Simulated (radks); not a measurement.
Results of a calculation; reference values are marked as such.
Fractional charge and spin in the 5p shell of europium: the spin-up occupation runs from 2 to 3 and the spin-down occupation from 2 to 3; the fullest corner is Eu, [Kr] 4d10 4f(up 3.5, down 3.5) 5s2 6s2 5p(up 3, down 3). Level of theory: scalar-relativistic Kohn-Sham, PBE, spin-polarised, spherical densities, finite nucleus; Fermi nuclear charge, rms radius of each element as measured or else 0.836 A^(1/3) + 0.57 fm (a radial shooting solver on a logarithmic mesh with Libxc functionals). Energy (eV) above the fullest corner. The planes named below are the two flat planes that join the four corners, with an edge along up + down = one added electron.

down \ up       2    2.25     2.5    2.75       3
2          68.668  57.585  47.219  37.557  28.585
2.25       57.585  47.275  37.666  28.745  20.494
2.5        47.219  37.666  28.798  20.598  13.048
2.75       37.557  28.745  20.598  13.099   6.225
3          28.585  20.494  13.048   6.225   0.000

Corners above the fullest one (they belong to Eu+ and the next ion): (up 3, down 2) 28.585 eV, (up 2, down 3) 28.585 eV, (up 2, down 2) 68.668 eV. With half an added electron in each spin the energy lies 0.213 eV from the planes, and with half an added electron in spin up alone -1.407 eV. The planes are only a guide here: the flat-plane condition holds for ground states with one frontier orbital, while this shell lies below other occupied shells, so the corners above the fullest one are inner-hole states and not the ground states of those ions.
